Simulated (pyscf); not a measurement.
PySCF, gas phase, ωB97X-D3(BJ)/def2-SVP geometries.

**Question.** How much does it cost (ΔH, 298 K, ωB97M-D3(BJ)/def2-TZVP) to split `[NH2][B]([NH2])[NH][Si]([Cl])([Cl])[Cl]` at its B–N bond into [H₂N–B–NH₂]• + •HN–Si(Cl)(Cl)–Cl?

**Answer.** B–N to [H₂N–B–NH₂]• + •HN–Si(Cl)(Cl)–Cl: 134.6 kcal/mol. The 7 functionals that were run give +124.0 (r²SCAN) to +134.6 kcal/mol (ωB97M-D3(BJ)/def2-TZVP). The radicals are drawn with the spin at the cut bond; how far it spreads was not checked. Other isomers of [H₂N–B–NH₂]•, •HN–Si(Cl)(Cl)–Cl were not searched in full and may lie lower.
